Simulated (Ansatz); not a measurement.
Reaction (ligand exchange at a B–Cl bond): `COB(Cl)Cl` + H–F → `COB(F)Cl` + HCl

Program: Ansatz. Geometries: PBE0-D4/def2-TZVP. ΔE: electronic, gas phase. CBS: MP2 limit from def2 TZ/QZ plus the TZ coupled-cluster correction, frozen cores. This one scheme is used for every species. DFT in def2-TZVPP. HSE06 is defined as in plane-wave codes. Each species was taken in one conformer, which may not be the lowest.

`COB(Cl)Cl`:

Cartesian coordinates in Å:
```
C -0.474 0.506 0.925
O 0.452 -0.405 0.361
B 0.621 -0.644 -0.937
Cl 1.821 -1.831 -1.406
Cl -0.300 0.175 -2.197
H 0.052 1.092 1.678
H -0.899 1.168 0.170
H -1.273 -0.060 1.406
```

H–F:

Cartesian coordinates in Å:
```
F 0.438 -0.047 -0.131
H -0.438 0.047 0.131
```

`COB(F)Cl`:

Z-matrix (Å, degrees):
```
C
O 1 1.414
H 1 1.091 2 111.7
H 1 1.091 2 108.6 3 -120.9
H 1 1.090 2 108.2 3 120.8
B 2 1.333 1 126.0 3 5.7
Cl 6 1.765 2 124.1 1 -0.3
F 6 1.320 2 118.3 1 179.8
```

HCl:

Cartesian coordinates in Å:
```
Cl 0.442 -0.103 0.450
H -0.442 0.103 -0.450
```

(1) Is it downhill or uphill in electronic energy at CCSD(T)/CBS, and by how much? (Estimate.)

(2) What do these levels give: PBE-D4, r2SCAN-D4, PBE0-D4, r2SCAN0-D4, HSE06-D4, CAM-B3LYP-D4, B2PLYP, HSE06, BHLYP, LC-ωPBE, HF/def2-QZVPP, SCS-MP2/def2-QZVPP? (Estimate.)

Largest T1 diagnostic among the species: 0.012.

Results:

(1) Computed: Downhill: ΔE = -54.0 kJ/mol.

(2) Ansatz gave: PBE-D4 -52.0, r2SCAN-D4 -60.5, PBE0-D4 -54.2, r2SCAN0-D4 -60.6, HSE06-D4 -54.1, CAM-B3LYP-D4 -67.2, B2PLYP -62.2, HSE06 -56.9, BHLYP -70.9, LC-ωPBE -61.3, HF/def2-QZVPP -79.5, SCS-MP2/def2-QZVPP -54.6 kJ/mol.

At CCSD(T), def2-SVP lies −14.8 kJ/mol from the extrapolated value and def2-TZVPP −4.9 kJ/mol. From BLYP to BHLYP (50 % exact exchange), in def2-TZVPP and without D4, ΔE moves by −4.7 kJ/mol.
